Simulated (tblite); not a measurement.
Compound: C6H12BFSi.
Atom-mapped SMILES: `[BH2:1][C@@H:2]([CH2:3][C:4]#[CH:5])[CH2:6][C@H:7]([F:8])[SiH3:9]` (hydrogens: H10, H11 on B1; H12 on C2; H13, H14 on C3; H15 on C5; H16, H17 on C6; H18 on C7; H19, H20, H21 on Si9)

Computed with GFN2-xTB (tblite), gas phase: L-BFGS steps from a force-field or distance-geometry start until the largest atomic force falls under 0.01 eV/Å.

Step 29: E = -723.0711 eV
```
atom  x, y, z in Å  |  force x, y, z in eV/Å
B1     -0.8010   -1.7599   -1.4172    0.017   0.024  -0.009
C2     -0.9485   -0.4023   -0.6183   -0.017  -0.002   0.036
C3     -2.1252   -0.5144    0.3818    0.009   0.009   0.018
C4     -2.3924    0.7783    0.9761   -0.031  -0.014  -0.025
C5     -2.5539    1.8815    1.4119    0.006   0.016   0.008
C6      0.3371   -0.0920    0.1674    0.021   0.038  -0.017
C7      1.4958    0.2296   -0.7592    0.033  -0.031  -0.050
F8      1.7623   -0.8970   -1.5429   -0.016  -0.044  -0.021
Si9     3.1148    0.7332    0.1400   -0.012   0.002  -0.013
H10    -0.5608   -2.7359   -0.8195    0.013   0.002  -0.024
H11    -1.0003   -1.8071   -2.5654    0.007  -0.022  -0.033
H12    -1.1586    0.4623   -1.2598    0.012  -0.055  -0.017
H13    -1.8751   -1.2325    1.1669   -0.015  -0.012  -0.001
H14    -3.0197   -0.8732   -0.1367    0.007   0.058   0.027
H15    -2.7094    2.8406    1.8079   -0.026  -0.023   0.015
H16     0.1779    0.7698    0.8198   -0.028  -0.002   0.032
H17     0.6037   -0.9556    0.7827    0.015   0.065   0.008
H18     1.1992    1.0009   -1.4822   -0.050  -0.011   0.023
H19     4.1096    1.0524   -0.8780    0.044  -0.016  -0.022
H20     2.7885    1.9145    0.9346    0.003   0.043   0.049
H21     3.5470   -0.3762    0.9830    0.007  -0.026   0.014
```

Step 30: E = -723.0722 eV
```
atom  x, y, z in Å  |  force x, y, z in eV/Å
B1     -0.7959   -1.7574   -1.4189    0.014   0.014  -0.007
C2     -0.9517   -0.4024   -0.6156    0.056  -0.004   0.010
C3     -2.1281   -0.5167    0.3823    0.012   0.002   0.013
C4     -2.3943    0.7759    0.9760   -0.043   0.001  -0.010
C5     -2.5517    1.8798    1.4115    0.005   0.001   0.008
C6      0.3344   -0.0869    0.1694    0.032   0.036  -0.015
C7      1.4951    0.2289   -0.7597   -0.004  -0.026  -0.013
F8      1.7581   -0.9013   -1.5397   -0.024  -0.030  -0.015
Si9     3.1156    0.7306    0.1396   -0.027   0.004  -0.025
H10    -0.5483   -2.7332   -0.8229    0.008   0.010  -0.034
H11    -0.9979   -1.8036   -2.5678    0.013  -0.018  -0.003
H12    -1.1631    0.4615   -1.2572    0.008  -0.045  -0.021
H13    -1.8809   -1.2355    1.1671   -0.005  -0.019   0.009
H14    -3.0195   -0.8755   -0.1401   -0.021   0.058   0.027
H15    -2.7048    2.8381    1.8096   -0.028  -0.010   0.016
H16     0.1732    0.7791    0.8171   -0.015  -0.021   0.009
H17     0.6018   -0.9461    0.7920    0.003   0.080  -0.017
H18     1.1995    0.9997   -1.4845   -0.042  -0.029   0.031
H19     4.1079    1.0464   -0.8815    0.052  -0.014  -0.023
H20     2.7935    1.9140    0.9331    0.002   0.039   0.046
H21     3.5480   -0.3783    0.9829    0.005  -0.029   0.015
```

Problem. Estimate the geometry and energy of step 31. (The exact step hangs on the optimiser's Hessian estimate; all steps are aligned on step 30, rigid shifts and turns removed.)

Solution. E = -723.0733 eV, largest force 0.108 eV/Å
```
atom  x, y, z in Å  |  force x, y, z in eV/Å
B1     -0.7910   -1.7548   -1.4207    0.013  -0.002  -0.005
C2     -0.9539   -0.4027   -0.6128    0.106  -0.007  -0.021
C3     -2.1304   -0.5186    0.3831    0.014  -0.006   0.003
C4     -2.3969    0.7738    0.9757   -0.043   0.019   0.011
C5     -2.5495    1.8783    1.4113    0.002  -0.015   0.008
C6      0.3325   -0.0815    0.1708    0.030   0.024  -0.006
C7      1.4946    0.2277   -0.7608   -0.037  -0.013   0.026
F8      1.7536   -0.9060   -1.5373   -0.031  -0.013  -0.006
Si9     3.1161    0.7284    0.1390   -0.026   0.008  -0.027
H10    -0.5367   -2.7307   -0.8269    0.005   0.014  -0.040
H11    -0.9953   -1.8009   -2.5704    0.019  -0.010   0.026
H12    -1.1670    0.4595   -1.2552    0.004  -0.025  -0.026
H13    -1.8865   -1.2386    1.1675    0.003  -0.021   0.016
H14    -3.0195   -0.8761   -0.1426   -0.044   0.049   0.021
H15    -2.7015    2.8354    1.8117   -0.030   0.006   0.017
H16     0.1685    0.7874    0.8151    0.002  -0.027  -0.017
H17     0.6006   -0.9357    0.8005   -0.003   0.074  -0.029
H18     1.1986    0.9980   -1.4862   -0.029  -0.040   0.027
H19     4.1075    1.0404   -0.8851    0.046  -0.014  -0.013
H20     2.7982    1.9143    0.9329    0.004   0.016   0.029
H21     3.5491   -0.3807    0.9832   -0.003  -0.016   0.006
```

The energy changes by -0.0011 eV. The first-order estimate −F·Δx gives -0.0015 eV and the mean of the old and new forces, exact on a quadratic surface, -0.0011 eV. The step makes an angle of 75° with the force vector and moves no atom by more than 0.014 Å.

The cost below is that of the whole relaxation. Time: 0.89 s. Hardware: one thread, Arm Neoverse V2 (aarch64), no GPU, shared host with 32 logical CPUs at a one-minute load of 18.
